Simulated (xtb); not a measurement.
Species: (4,2) boron nitride tube piece `B1NB2NB3NBN2BN1B1NBN2BN3BNB2N1` (charge 0, multiplicity 1).

The numbers are results of GFN2-xTB (xtb), not measurements.

```
xtb start.xyz --ohess tight --gfn 2 --chrg 0 --uhf 0 --iterations 400

# start.xyz
32

B      1.930800     1.534400     1.451700
N      0.640000     2.027600     1.708500
B     -0.364000     1.795600     0.692000
N     -1.640800     1.250900     0.977500
B     -2.133500     0.393900    -0.087900
N     -2.060100     1.015300    -1.398000
B     -0.924900     1.772900    -1.725100
N      0.071100     1.931200    -0.683700
B      1.430800     1.645900    -0.962100
N      2.207500     1.023300     0.117300
B      2.133800    -0.393700    -0.082000
N      2.063600    -1.015700    -1.392200
B      0.929100    -1.773400    -1.722000
N     -0.069200    -1.932400    -0.682800
B     -1.428100    -1.646800    -0.964700
N     -2.207100    -1.023000     0.112500
B     -1.933900    -1.533400     1.447700
N     -0.644000    -2.027200     1.708100
B      0.362500    -1.796200     0.693800
N      1.637900    -1.250200     0.982200
H      2.736900     1.467700     2.306200
H      0.366200     2.293500     2.642000
H     -1.859600     1.007600     1.931500
H     -2.669200     0.690800    -2.131700
H     -0.749200     2.180800    -2.808900
H      1.878900     1.776600    -2.037900
H      2.674400    -0.690900    -2.124300
H      0.755400    -2.180400    -2.806300
H     -1.873700    -1.778100    -2.041400
H     -2.742400    -1.467000     2.300000
H     -0.372400    -2.293700     2.642300
H      1.853300    -1.005800     1.937700
```

Output:

```
[...]
    17   5 B    3.445 --    18 N    1.291    16 N    1.068    30 H    0.952
    18   7 N    3.430 --    17 B    1.291    19 B    1.072    31 H    0.951
    19   5 B    3.488 --    20 N    1.198    14 N    1.073    18 N    1.072
    20   7 N    3.371 --    19 B    1.198    11 B    1.064    32 H    0.947
    21   1 H    0.986 --     1 B    0.952
    22   1 H    0.976 --     2 N    0.951
    23   1 H    0.977 --     4 N    0.947
    24   1 H    0.973 --     6 N    0.945
    25   1 H    0.989 --     7 B    0.958
    26   1 H    0.988 --     9 B    0.953
    27   1 H    0.973 --    12 N    0.945
    28   1 H    0.989 --    13 B    0.958
    29   1 H    0.988 --    15 B    0.953
    30   1 H    0.986 --    17 B    0.952
    31   1 H    0.976 --    18 N    0.951
    32   1 H    0.977 --    20 N    0.947
 ---------------------------------------------------------------------------

Topologies differ in total number of bonds
Writing topology from bond orders to xtbtopo.mol

molecular dipole:
                 x           y           z       tot (Debye)
 q only:       -0.001       0.000       0.617
   full:       -0.001       0.000       1.150       2.922
molecular quadrupole (traceless):
                xx          xy          yy          xz          yz          zz
 q only:       -1.575      -3.611      -2.496      -0.006      -0.003       4.071
  q+dip:       -3.965      -3.985      -7.720      -0.019      -0.001      11.685
   full:       -4.294      -4.600      -3.288      -0.014      -0.003       7.582

           -------------------------------------------------
          |                Geometry Summary                 |
           -------------------------------------------------

      molecular mass/u    :      260.2726016
   center of mass at/Å    :       -0.0000315       0.0000131       0.0253341
  moments of inertia/u·Å² :        0.9558540E+03   0.1048740E+04   0.1241481E+04
rotational constants/cm⁻¹ :        0.1763620E-01   0.1607418E-01   0.1357864E-01

 * 36 selected distances

     #   Z          #   Z                                           value/Å
     1   5 B        2   7 N                                       1.4056381
     2   7 N        3   5 B                                       1.4475768
     3   5 B        4   7 N                                       1.4173530
     4   7 N        5   5 B                                       1.4532375
     5   5 B        6   7 N                                       1.4521774
     6   7 N        7   5 B                                       1.4039801
     3   5 B        8   7 N                                       1.4495952
     7   5 B        8   7 N                                       1.4497222
     8   7 N        9   5 B                                       1.4167149
     1   5 B       10   7 N                                       1.4550048
     9   5 B       10   7 N                                       1.4696729
    10   7 N       11   5 B                                       1.4317630
    11   5 B       12   7 N                                       1.4521850
    12   7 N       13   5 B                                       1.4039748
    13   5 B       14   7 N                                       1.4497233
    14   7 N       15   5 B                                       1.4167122
     5   5 B       16   7 N                                       1.4317734
    15   5 B       16   7 N                                       1.4696809 (max)
    16   7 N       17   5 B                                       1.4550040
    17   5 B       18   7 N                                       1.4056405
    14   7 N       19   5 B                                       1.4496025
    18   7 N       19   5 B                                       1.4475746
    11   5 B       20   7 N                                       1.4532431
    19   5 B       20   7 N                                       1.4173501
     1   5 B       21   1 H                                       1.1758310
     2   7 N       22   1 H                                       1.0081060
     4   7 N       23   1 H                                       1.0086570
     6   7 N       24   1 H                                       1.0068600 (min)
     7   5 B       25   1 H                                       1.1715883
     9   5 B       26   1 H                                       1.1725894
    12   7 N       27   1 H                                       1.0068620
    13   5 B       28   1 H                                       1.1715930
    15   5 B       29   1 H                                       1.1725919
    17   5 B       30   1 H                                       1.1758314
    18   7 N       31   1 H                                       1.0080976
    20   7 N       32   1 H                                       1.0086208

 * 3 distinct bonds (by element types)

   Z      Z             #   av. dist./Å        max./Å        min./Å
   1 H    5 B           6     1.1733375     1.1758314     1.1715883
   1 H    7 N           6     1.0078672     1.0086570     1.0068600
   5 B    7 N          24     1.4377042     1.4696809     1.4039748

           -------------------------------------------------
          |               Frequency Printout                |
           -------------------------------------------------
 projected vibrational frequencies (cm⁻¹)
eigval :       -0.00    -0.00     0.00     0.00     0.00     0.00
eigval :       78.81    96.26   109.59   125.26   186.06   200.70
eigval :      226.61   250.29   267.72   292.18   303.79   321.02
eigval :      333.02   356.81   362.40   399.50   408.14   424.66
eigval :      440.86   454.93   475.35   476.33   529.15   538.80
eigval :      542.34   577.07   609.62   621.59   629.30   633.43
eigval :      642.27   665.87   679.39   681.01   698.66   713.57
eigval :      736.86   738.99   757.83   765.26   775.50   779.19
eigval :      785.65   791.26   802.72   809.46   913.35   916.73
eigval :      976.22   981.45   997.72  1003.52  1035.94  1038.88
eigval :     1068.16  1075.92  1084.70  1093.22  1117.55  1120.68
eigval :     1165.76  1177.81  1182.28  1199.99  1200.42  1216.38
eigval :     1222.63  1240.14  1247.39  1277.08  1286.52  1302.01
eigval :     1316.17  1332.84  1353.39  1356.48  1357.65  1425.42
eigval :     2566.64  2567.79  2592.81  2593.66  2611.41  2615.13
eigval :     3457.28  3457.99  3459.52  3459.89  3482.58  3482.61
 reduced masses (amu)
   1: 11.76   2: 11.71   3: 12.01   4: 11.84   5: 11.92   6: 11.70   7: 11.67   8: 10.60
   9: 12.30  10: 11.03  11: 12.37  12: 11.83  13:  8.75  14:  9.20  15:  9.36  16:  9.00
  17:  9.81  18:  9.12  19:  8.84  20:  9.96  21: 11.23  22: 11.34  23: 11.80  24: 11.73
  25: 10.35  26: 11.91  27: 11.93  28: 11.24  29: 10.81  30:  9.78  31:  9.32  32:  9.64
  33:  7.21  34:  4.38  35:  5.76  36:  4.89  37:  7.14  38: 10.01  39:  5.67  40:  8.08
  41: 10.37  42: 11.04  43:  9.28  44:  8.11  45:  5.25  46:  5.87  47:  8.99  48:  5.14
  49:  5.07  50:  6.47  51:  8.39  52:  8.06  53:  7.56  54:  7.26  55:  4.54  56:  4.75
  57:  2.96  58:  3.91  59:  6.53  60:  6.54  61:  7.44  62:  7.17  63:  9.80  64: 10.46
  65:  6.00  66:  4.64  67: 10.60  68: 10.36  69:  6.25  70:  5.68  71:  9.41  72: 11.91
  73:  8.21  74:  9.63  75:  8.65  76:  9.21  77: 10.46  78: 10.79  79: 10.92  80: 11.36
  81: 11.04  82: 11.12  83: 11.05  84: 11.62  85:  1.80  86:  1.80  87:  1.80  88:  1.80
  89:  1.81  90:  1.82  91:  1.85  92:  1.85  93:  1.85  94:  1.85  95:  1.86  96:  1.86
 IR intensities (km·mol⁻¹)
   1:  0.22   2:  0.18   3:  0.02   4:  0.05   5:  0.11   6:  0.15   7:  0.00   8:  0.51
   9:  0.05  10:  0.02  11:  3.17  12:  3.12  13:  4.03  14:  0.09  15:  0.24  16:  3.58
  17:  6.00  18:  0.04  19:  4.13  20:  0.49  21:  1.66  22:  2.71  23:  0.04  24:  1.24
  25:  5.82  26:  4.77  27: 20.28  28:  0.45  29:  2.07  30:  0.22  31: 15.55  32:  0.91
  33:178.36  34:  0.50  35:  0.19  36: 83.69  37: 24.67  38:  0.88  39:350.65  40:  8.54
  41:  3.65  42: 26.95  43:  1.64  44:125.31  45:  2.56  46: 38.40  47: 28.23  48:306.23
  49: 30.86  50:  4.55  51: 74.84  52:  0.36  53:  0.93  54: 12.78  55:  5.56  56: 15.28
  57: 20.95  58:  0.41  59:  0.79  60:  6.52  61:  6.73  62: 15.91  63: 25.15  64: 61.95
Molecule has the following symmetry elements: (C2)
It seems to be the C2 point group
  65:  1.85  66: 21.91  67:  8.08  68: 24.97  69: 30.83  70: 24.72  71:  0.06  72: 20.48
  73:147.04  74:149.50  75:  0.79  76: 41.82  77:  4.28  78:106.26  79: 61.26  80:******
  81:******  82:  2.69  83:  1.39  84:******  85:250.07  86:276.66  87:112.33  88: 83.86
  89:111.80  90:434.24  91:  0.86  92:  0.11  93:  1.40  94:  9.17  95:  0.02  96:  0.03
 Raman intensities (Ä⁴*amu⁻¹)
   1:  0.00   2:  0.00   3:  0.00   4:  0.00   5:  0.00   6:  0.00   7:  0.00   8:  0.00
   9:  0.00  10:  0.00  11:  0.00  12:  0.00  13:  0.00  14:  0.00  15:  0.00  16:  0.00
  17:  0.00  18:  0.00  19:  0.00  20:  0.00  21:  0.00  22:  0.00  23:  0.00  24:  0.00
  25:  0.00  26:  0.00  27:  0.00  28:  0.00  29:  0.00  30:  0.00  31:  0.00  32:  0.00
  33:  0.00  34:  0.00  35:  0.00  36:  0.00  37:  0.00  38:  0.00  39:  0.00  40:  0.00
  41:  0.00  42:  0.00  43:  0.00  44:  0.00  45:  0.00  46:  0.00  47:  0.00  48:  0.00
  49:  0.00  50:  0.00  51:  0.00  52:  0.00  53:  0.00  54:  0.00  55:  0.00  56:  0.00
  57:  0.00  58:  0.00  59:  0.00  60:  0.00  61:  0.00  62:  0.00  63:  0.00  64:  0.00
  65:  0.00  66:  0.00  67:  0.00  68:  0.00  69:  0.00  70:  0.00  71:  0.00  72:  0.00
  73:  0.00  74:  0.00  75:  0.00  76:  0.00  77:  0.00  78:  0.00  79:  0.00  80:  0.00
  81:  0.00  82:  0.00  83:  0.00  84:  0.00  85:  0.00  86:  0.00  87:  0.00  88:  0.00
  89:  0.00  90:  0.00  91:  0.00  92:  0.00  93:  0.00  94:  0.00  95:  0.00  96:  0.00
 output can be read by thermo (or use thermo option).
 writing <g98.out> molden fake output.
 recommended (thermochemical) frequency scaling factor: 1.0
           -------------------------------------------------
          |             Thermodynamic Functions             |
           -------------------------------------------------

c2  symmetry found (for desy threshold:  0.10E+00) used in thermo

          ...................................................
          :                      SETUP                      :
          :.................................................:
          :  # frequencies                          90      :
          :  # imaginary freq.                       0      :
          :  linear?                             false      :
          :  only rotor calc.                    false      :
          :  symmetry                               c2      :
          :  rotational number                       2      :
          :  scaling factor                  1.0000000      :
          :  rotor cutoff                   50.0000000 cm⁻¹ :
          :  imag. cutoff                  -20.0000000 cm⁻¹ :
          :.................................................:

    mode    ω/cm⁻¹     T·S(HO)/kcal·mol⁻¹    T·S(FR)/kcal·mol⁻¹   T·S(vib)
   ------------------------------------------------------------------------
       1     78.81    -1.16885 ( 86.06%)    -0.92170 ( 13.94%)    -1.13439
       2     96.26    -1.05208 ( 93.21%)    -0.86246 (  6.79%)    -1.03921
       3    109.59    -0.97681 ( 95.85%)    -0.82405 (  4.15%)    -0.97046
       4    125.26    -0.89971 ( 97.52%)    -0.78446 (  2.48%)    -0.89685
       5    186.06    -0.67581 ( 99.48%)    -0.66724 (  0.52%)    -0.67577
       6    200.70    -0.63408 ( 99.62%)    -0.64482 (  0.38%)    -0.63412
       7    226.61    -0.56817 ( 99.76%)    -0.60885 (  0.24%)    -0.56826
       8    250.29    -0.51537 ( 99.84%)    -0.57941 (  0.16%)    -0.51547
       9    267.72    -0.48029 ( 99.88%)    -0.55947 (  0.12%)    -0.48038
      10    292.18    -0.43569 ( 99.91%)    -0.53357 (  0.09%)    -0.43578
   ------------------------------------------------------------------------

   temp. (K)  partition function   enthalpy   heat capacity  entropy
                                   cal/mol     cal/K/mol   cal/K/mol   J/K/mol
 298.15  VIB  0.112E+05             8427.302     64.495     46.601
         ROT  0.135E+07              888.752      2.981     31.029
         INT  0.150E+11             9316.054     67.476     77.630
         TR   0.406E+28             1481.254      4.968     42.550
         TOT                       10797.3083    72.4441   120.1798   502.8323

       T/K    H(0)-H(T)+PV         H(T)/Eh          T*S/Eh         G(T)/Eh
   ------------------------------------------------------------------------
    298.15    0.172066E-01    0.237566E+00    0.571013E-01    0.180465E+00
   ------------------------------------------------------------------------

         :::::::::::::::::::::::::::::::::::::::::::::::::::::
         ::                  THERMODYNAMIC                  ::
         :::::::::::::::::::::::::::::::::::::::::::::::::::::
         :: total free energy         -48.178820238960 Eh   ::
         ::.................................................::
         :: total energy              -48.359285332603 Eh   ::
         :: zero point energy           0.220359786957 Eh   ::
         :: G(RRHO) w/o ZPVE           -0.039894693313 Eh   ::
         :: G(RRHO) contrib.            0.180465093644 Eh   ::
         :::::::::::::::::::::::::::::::::::::::::::::::::::::

optimized geometry written to: xtbopt.xyz

           -------------------------------------------------
          | TOTAL ENERGY              -48.359285332603 Eh   |
          | TOTAL ENTHALPY            -48.121718939583 Eh   |
          | TOTAL FREE ENERGY         -48.178820238960 Eh   |
          | GRADIENT NORM               0.000105916199 Eh/α |
          | HOMO-LUMO GAP               4.004808762673 eV   |
           -------------------------------------------------

------------------------------------------------------------------------
```

Cost: very roughly 6 core-seconds.
